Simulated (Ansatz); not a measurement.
Basis sets compared for Si(vinyl)(NCO)3 (C5H3N3O3Si). Total charge 0; singlet. Geometry PBE-D4/def2-SVP. Ansatz on 2 threads of AMD EPYC 7R13 on a shared host and a share (18 GiB) of an NVIDIA H100 80GB HBM3; times are rough, and most runs start from earlier orbitals.

```xyz
15

Si   -0.1470    0.1688    0.1878
C    -0.6293   -1.2982   -0.8326
C     0.2264   -1.9408   -1.6524
H    -1.6718   -1.6576   -0.7553
H     1.2756   -1.6166   -1.7616
H    -0.0817   -2.8157   -2.2499
N    -0.3445   -0.1487    1.8655
C    -0.4749   -0.4714    3.0247
O    -0.6051   -0.7780    4.1570
N    -1.1248    1.5323   -0.1841
C    -1.7913    2.4969   -0.4836
O    -2.4459    3.4351   -0.7737
N     1.4996    0.5672   -0.1100
C     2.6117    1.0437   -0.1746
O     3.7032    1.4831   -0.2575
```

Binding counts from free atoms (Si triplet, C triplet, H doublet, N quartet, O triplet) in the same basis, without a counterpoise term.

```csv
level,functions,energy (Eh),HOMO (eV),LUMO (eV),binding per atom (eV),wall time
PBE-D4/def2-SVP,187,-870.6044,-7.20,-2.16,5.60,3.1 s
PBE0-D4/def2-SVP,187,-870.6135,-8.49,-1.22,5.34,6.5 s
```

(1) Estimate the rows for PBE-D4/def2-TZVP (with forces), PBE0-D4/def2-TZVP.

Results:

(1) 
```csv
level,functions,energy (Eh),HOMO (eV),LUMO (eV),binding per atom (eV),wall time
PBE-D4/def2-TZVP (with forces),396,-871.3741,-7.37,-2.39,5.53,2.4 s
PBE0-D4/def2-TZVP,396,-871.3804,-8.59,-1.42,5.29,4.1 s
```
